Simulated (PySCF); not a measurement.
This PySCF input asks for the NMR shieldings of SMILES C=C(C)[C@H]1BCCCC1, C$_{8}$H$_{15}$B; the geometry comes from GFN2-xTB.

```python
import basis_set_exchange as bse
import numpy as np
from pyscf import gto, dft
from pyscf.prop import nmr

atoms = """
C     1.841565    1.167723   -1.192069
C     1.766464    0.472981   -0.067736
C     2.985248    0.008717    0.669540
C     0.433107    0.075524    0.520493
B    -0.619394    1.249354    0.625752
C    -2.152838    0.915030    0.544271
C    -2.491370   -0.400032   -0.166168
C    -1.525274   -1.510040    0.235390
C    -0.102754   -1.176307   -0.202578
H     2.784276    1.437811   -1.638271
H     0.955108    1.496508   -1.708347
H     3.894811    0.279916    0.139308
H     2.961011   -1.073977    0.792461
H     3.015512    0.455891    1.663244
H     0.610371   -0.218975    1.566077
H    -0.261008    2.337168    0.875951
H    -2.495500    0.845875    1.584371
H    -2.738792    1.726623    0.106698
H    -2.425085   -0.251875   -1.246640
H    -3.517578   -0.700546    0.061495
H    -1.554999   -1.645300    1.319369
H    -1.836008   -2.449712   -0.227638
H     0.554367   -2.028554   -0.008111
H    -0.092973   -0.994039   -1.279355
"""
names = dict.fromkeys(["C", "B", "H"], "pcSseg-1")
basis = {el: gto.basis.parse(bse.get_basis(n, elements=[el], fmt="nwchem")) for el, n in names.items()}
mol = gto.M(atom=atoms, basis=basis, charge=0, verbose=0)
mf = dft.RKS(mol, xc="PBE0")
mf.grids.level = 2
mf.grids.alignment = dft.numint.BLKSIZE   # the property module wants whole blocks of grid points
mf.conv_tol = 1e-9
mf.kernel()

calc = nmr.RKS(mf)   # GIAO
C = mf.mo_coeff
Co = C[:, mf.mo_occ > 0]
resp = mf.gen_response(singlet=True, hermi=2)
def vind(x):   # induced exchange potential for any number of trial vectors
    d = np.einsum("pi,xij,qj->xpq", C, 2 * x.reshape(-1, C.shape[1], Co.shape[1]), Co, optimize=True)
    return np.einsum("xpq,pi,qj->xij", resp(d - d.transpose(0, 2, 1)), C, Co, optimize=True).ravel()
mo1, _ = nmr.rhf.solve_mo1(calc, with_cphf=vind)
sigma = calc.kernel(mo1)
for i, s in enumerate(sigma):   # ppm
    print("%2d %-2s %9.2f" % (i, mol.atom_pure_symbol(i), np.trace(s) / 3))
```

**Question.** What are the results?

**Answer.** 
```
 0 C      69.10
 1 C      21.99
 2 C     158.66
 3 C     135.37
 4 B      11.94
 5 C     156.35
 6 C     159.10
 7 C     155.58
 8 C     147.58
 9 H      26.59
10 H      27.31
11 H      29.86
12 H      29.51
13 H      29.71
14 H      30.44
15 H      23.80
16 H      30.79
17 H      29.57
18 H      30.36
19 H      29.73
20 H      30.43
21 H      29.77
22 H      29.25
23 H      30.40
```

These numbers come from an equivalent density-fitted implementation of the same equations, which agrees with the script to about 0.01 ppm for H and up to a few tenths of a ppm for heavy atoms, so last digits may differ.

Size and cost of the density-fitted run: 228 basis functions, 95 s wall time on 1 thread of an Arm Neoverse N1, shared host; peak memory 1.1 GiB.
